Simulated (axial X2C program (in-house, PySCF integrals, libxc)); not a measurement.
Which molecule has these constants?

Computed with an in-house relativistic program for diatomic molecules, spin-free (one-electron X2C) or two-component (2c: spin–orbit coupling with atomic mean-field Coulomb and Gaunt terms, which also bring small scalar terms), in Dyall basis sets with cores contracted in-house; open shells are unrestricted.

A two-component CCSD(T) calculation in a Dyall 3-zeta basis gave Re = 1.354 Å, ωe = 1116.6 cm⁻¹, De = 3.96 eV, Ω = 3/2.

Problem. Which molecule is it?
A. S₂⁻
B. Se₂⁻
C. O₂⁻

Solution. C. The others have S₂⁻ 2.030 Å and 566.7 cm⁻¹ (Ω = 3/2); Se₂⁻ 2.302 Å and 310.6 cm⁻¹ (Ω = 3/2).

Frozen shells (counts by l): O₂⁻ O 1s, 13 electrons correlated; S₂⁻ S 2s1p, 13 electrons correlated; Se₂⁻ Se 3s2p1d, 13 electrons correlated. Coupled cluster in natural virtuals with an MP2 remainder. Where the outer core of a metal is frozen, bonds come out longer and ionisation energies lower.

Each entry is the lowest single determinant of a limited PBE0 search at one distance. De goes to single-determinant-based atoms at the same level (for ions the charge split of lowest energy) and is withheld (n/a) where an atom does not fit its ground term or J level. Main or longest-lived isotopes.
